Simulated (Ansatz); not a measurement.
Reaction (redistribution): `[SiH3][SnH2][SH]` + `ClBCCl` → `[SiH3][SnH2][CH2]Cl` + `SBCl`

Computed with Ansatz on PBE0-D4/def2-TZVP structures; ΔE is electronic, products minus reactants. CCSD(T)/CBS is the MP2 limit (def2-TZVPP, def2-QZVPP) plus CCSD(T) − MP2 in def2-TZVPP, frozen cores. This one scheme is used for every species. Functionals use def2-TZVPP. B3LYP here is the variant with VWN-RPA as its local correlation; programs differ in this. def2 core potentials past Kr. For Sn outer-core shells are correlated without core-valence functions, which leaves a few kJ/mol of doubt a bond. Each species was taken in one conformer, which may not be the lowest.

| level | ΔE (kJ/mol) | difference from CCSD(T)/CBS |
| --- | --- | --- |
| PBE-D4 | 1.9 | -1.4 |
| r2SCAN-D4 | 5.0 | 1.7 |
| B3LYP-D4 | 6.8 | 3.5 |
| r2SCAN | 5.4 | 2.1 |
| CCSD/def2-TZVPP | 3.7 | 0.4 |
| CCSD(T)/def2-TZVPP | 1.1 | -2.2 |
| HF/def2-QZVPP | 21.5 | 18.2 |
| MP2/def2-QZVPP | 0.6 | -2.7 |
| HF/CBS(def2) | 21.6 | 18.3 |
| MP2/CBS(def2) | 1.2 | -2.1 |
| CCSD(T)/CBS | 3.3 | 0 |

Largest T1 diagnostic among the species: 0.013.

In def2-TZVPP, CCSD(T) changes the Hartree–Fock value by −19.8 kJ/mol (the triples alone add −2.6 kJ/mol) and MP2 by −21.8 kJ/mol. From PBE to PBE0 (25 % exact exchange), in def2-TZVPP and without D4, ΔE moves by +3.3 kJ/mol.
